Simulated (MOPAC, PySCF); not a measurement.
[Zn(H)2], neutral singlet in the gas phase. 

Cartesian coordinates (Å):
```xyz
3

Zn     0.0000     0.0000     0.0000
H     -1.3822    -0.6757     0.1814
H      1.3822     0.6757    -0.1814
```
Charge 0, multiplicity 1.

All levels are single points at this geometry (BP86-D3(BJ)/def2-SVP); Pople sets use spherical d functions. Orbital energies aren't observables, and empty levels follow the basis.

PM3 in MOPAC gives gap (eV) = 12.97.

Estimate the gap (eV) from each of these levels: PBE-D3(BJ)/def2-TZVP in PySCF; TPSSh-D3(BJ)/def2-TZVP in PySCF; B3LYP/3-21G in PySCF; B3LYP/6-311+G** (LANL2DZ on Zn) in PySCF; B3LYP/6-31G* (LANL2DZ on Zn) in PySCF; B3LYP/LANL2DZ in PySCF; BP86/6-31G* (LANL2DZ on Zn) in PySCF; PBE/6-31G* (LANL2DZ on Zn) in PySCF; SVWN5/6-31G* (LANL2DZ on Zn) in PySCF; HF/3-21G in PySCF; HF/6-31G* (LANL2DZ on Zn) in PySCF; PM7 in MOPAC.


```json
[
 {"level": "PBE-D3(BJ)/def2-TZVP in PySCF", "gap (eV)": "5.46"},
 {"level": "TPSSh-D3(BJ)/def2-TZVP in PySCF", "gap (eV)": "6.56"},
 {"level": "B3LYP/3-21G in PySCF", "gap (eV)": "6.79"},
 {"level": "B3LYP/6-311+G** (LANL2DZ on Zn) in PySCF", "gap (eV)": "6.66"},
 {"level": "B3LYP/6-31G* (LANL2DZ on Zn) in PySCF", "gap (eV)": "6.70"},
 {"level": "B3LYP/LANL2DZ in PySCF", "gap (eV)": "6.68"},
 {"level": "BP86/6-31G* (LANL2DZ on Zn) in PySCF", "gap (eV)": "5.43"},
 {"level": "PBE/6-31G* (LANL2DZ on Zn) in PySCF", "gap (eV)": "5.33"},
 {"level": "SVWN5/6-31G* (LANL2DZ on Zn) in PySCF", "gap (eV)": "5.23"},
 {"level": "HF/3-21G in PySCF", "gap (eV)": "12.03"},
 {"level": "HF/6-31G* (LANL2DZ on Zn) in PySCF", "gap (eV)": "11.90"},
 {"level": "PM7 in MOPAC", "gap (eV)": "12.65"}
]
```
